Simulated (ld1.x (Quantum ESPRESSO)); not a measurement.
# Pseudopotential generation for Cr (Z = 24): PAW, PBE, scalar-relativistic.

| Property | Result |
| --- | --- |
| Element | Cr (Z = 24) |
| Generator | ld1.x (Quantum ESPRESSO) 7.5 |
| Type | PAW |
| Functional | PBE |
| Relativity | scalar-relativistic |
| Frozen core | [Ne] |
| Valence charge | 14 |
| Reference configuration | 3s2 3p6 3d3 4s0 4p0 (charge +3) |
| Partial waves | 3s (bound): rcut 1.55, rcutus 1.90 bohr; 4s (bound, empty): rcut 1.55, rcutus 1.90 bohr; 3p (bound): rcut 1.30, rcutus 1.70 bohr; 4p (bound, empty): rcut 1.30, rcutus 1.70 bohr; 3d (bound): rcut 0.90, rcutus 1.20 bohr; 3d channel at 0.55 Ry: rcut 0.90, rcutus 1.20 bohr |
| Local potential | all-electron potential smoothed inside 1.50 bohr (lloc = -2) |
| Core correction | Bessel-smoothed model core, default radius (core density twice the valence density) |
| Augmentation charge | BESSEL, radius 0.70 bohr |

All-electron outer shells of the reference configuration (PBE, scalar-relativistic, ld1.x):

```
shell  level (eV)  outermost node (bohr)  outermost maximum (bohr)
   2p     -601.11                      –                      0.20
   3s     -112.71                   0.36                      0.78
   3p      -83.74                   0.33                      0.79
   3d      -39.12                      –                      0.80
   4s      -28.99                   1.08                      2.19
   4p      -22.65                   1.16                      2.48
```

Q: Estimate the cutoffs (Ry, on a coarse ladder) from which the occupation-weighted sum of valence levels, in a spherical-Bessel basis at the reference potential, stays within 10 and 1 mRy of its value at 400 Ry.

A: 70 Ry and 120 Ry.

Q: What does a ghost test show?

A: No extra level below or beside the all-electron valence levels (s, p, d, f tested).

Q: Is the overlap operator S = 1 + Σ q|β⟩⟨β| positive definite (Bessel basis up to 400 Ry)?

A: Yes: its lowest eigenvalue is 0.10 (p channel).

Q: Which valence shell sets the plane-wave cutoff?

A: 3d: its level needs 90 Ry to come within 1 mRy, against 30 Ry for 3p.

Test run stopped at test 1 of 7 (negative rho).
